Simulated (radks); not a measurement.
Q: Coherent X-ray form factor from a spherical all-electron density. Calculated with a radial shooting solver on a logarithmic mesh with Libxc functionals: Dirac Kohn-Sham, PBE, spin-unpolarised, spherical densities, point nucleus.

sin(theta)/lambda (1/angstrom),f0 (electrons)
0.05,35.912
0.1,35.650
0.15,35.222
0.2,34.640
0.25,33.919
0.3,33.079
0.4,31.126
0.5,28.955
0.6,26.731
0.8,22.599
1,19.245
1.25,16.063
1.5,13.562
2,9.620

The species is in the configuration that NIST lists as its ground one. Which atom or ion scatters so?

A: The cerium ion Ce22+, [Kr]. Extrapolating in s^2 from the first two rows gives f0(0) = 36.0, near the electron count 36; among species with that count, the fall with angle is slower the higher Z, and the table is that of Z = 58; from so few rows the species is fixed only to a neighbour or two.
